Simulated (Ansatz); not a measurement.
The cluster GaP2⁻, relaxed as a triplet with UKS r2SCAN-D4/def2-TZVPD in Ansatz, starting from the r2SCAN-D4/def2-TZVPD geometry of the charge -1 singlet. Force threshold 0.02 eV/Å.

The highest occupied level of the charge -1 triplet lies above zero (up to 0.96 eV). It is a level of α spin, whose loss leaves a doublet; that state wasn't run at this geometry and level. The electron is either unbound and held by the finite basis, or the level is raised by self-interaction error. The relaxation made no stability test and no search for a lower SCF solution. At r2SCAN-D4/def2-TZVPD a singlet of charge -1 lies 0.44 eV below the triplet, each at its own geometry. The structure comes from a short search, and lower isomers may exist.

Start:

```xyz
3

Ga   -0.777   -1.251    0.145
P    -0.279    1.111    0.534
P     1.056    0.141   -0.679
```

Q: Estimate the energy that the relaxation releases and the steps that it takes.

A: 1.3 kJ/mol, in 3 steps; 5.5 s on 4 threads of Intel Xeon on a shared host. No frequencies were taken in this run, so the end may be a saddle point.

Q: Does the start keep its bonding and symmetry?

A: By distances, no bond broke or formed. The bond that changes most is Ga1–P2, from 2.44 to 2.48 Å (atoms count from 1). Point group C2v at the start, C2v at the end, both within 0.05 Å.

Q: Predict the relaxed structure.

A: 
```xyz
3

Ga   -0.787   -1.268    0.147
P    -0.283    1.126    0.542
P     1.071    0.142   -0.689
```
Bond lengths: 2 × Ga–P 2.48 Å; 1 × P–P 2.08 Å.
